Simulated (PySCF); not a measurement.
Spectrum to structure. Theory: TDDFT PBE0/def2-SVPD, vertical, gas phase, core orbitals frozen in the response (PySCF 2.14.0, density-fitted response routines). Geometries: GFN2-xTB, one conformer each.

```json
{"state": "S1", "λ (nm)": "187.6", "f": "0.0097"}
{"state": "S2", "λ (nm)": "184.4", "f": "0.174"}
{"state": "S3", "λ (nm)": "171.6", "f": "0.0083"}
{"state": "S4", "λ (nm)": "170.1", "f": "0.017"}
{"state": "S5", "λ (nm)": "169.1", "f": "0.040"}
{"state": "S6", "λ (nm)": "166.6", "f": "0.034"}
{"state": "S7", "λ (nm)": "162.0", "f": "0.011"}
{"state": "S8", "λ (nm)": "159.3", "f": "0.0016"}
```

Triplets computed (Tamm–Dancoff): 4.25, 6.45, 6.78 eV.

Task: Which candidate is it?
A. `C1C([SiH2]C1)=C`
B. `CN1[SiH2]CC[SiH2]1`
C. `[SiH3][C@@H]1C=CC1`

Result: C. Its S1, at 6.61 eV, is the highest among the candidates; the nearest of the others has S1 at 5.99 eV. S1 is HOMO→LUMO+1 (79%), HOMO→LUMO (18%). Löwdin shares by element: HOMO carbon 81% (atoms not listed hold the other 19%); LUMO carbon 60% or more, silicon 9%, hydrogen 6% or more (atoms not listed hold the other 24%). At the same level the other candidates give, for their lowest levels:
- `CN1[SiH2]CC[SiH2]1`: 220 nm (f 0.000); 209 nm (f 0.011); 197 nm (f 0.003); 184 nm (f 0.035); 174 nm (f 0.003); T1 5.43 eV; HOMO -6.64, LUMO 0.33 eV
- `C=C1CC[SiH2]1`: 207 nm (f 0.001); 197 nm (f 0.000); 194 nm (f 0.006); 192 nm (f 0.290); 181 nm (f 0.017); T1 3.94 eV; HOMO -7.38, LUMO -0.45 eV
